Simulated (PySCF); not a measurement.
anisole (C7H8O), SMILES COc1ccccc1.

Geometry optimised at r2SCAN-D4/def2-SVP. Other conformers were not sampled.

Two levels are set side by side: TDA-PBE/def2-SVPD (PySCF) and TDA-M06-2X/def2-SVPD (PySCF). Vertical, same geometry. The lowest singlet is HOMO→LUMO 77 %, HOMO−1→LUMO+1 19 % with PBE and HOMO→LUMO 70 %, HOMO−1→LUMO+1 25 % with the other functional; states are paired by order. Differences are taken from unrounded values.

| quantity | TDA-M06-2X | TDA-PBE | TDA-PBE minus TDA-M06-2X |
|---|---|---|---|
| lowest singlet excitation (eV) | 5.34 | 4.80 | -0.54 |
| lowest triplet excitation (TDA) (eV) | 4.34 | 3.90 | -0.44 |
| first bright state (f over 0.05) (eV) | 6.28 | 5.76 | -0.52 |
| its oscillator strength | 0.10 | 0.13 | 0.03 |

Functionals without exact exchange tend to place singlet excitations lower, as here. Differences between two approximate levels are no errors against the true value.

Rough cost on one machine, each run with all the roots and properties that it gave: TDA-M06-2X against TDA-PBE about 8 times.
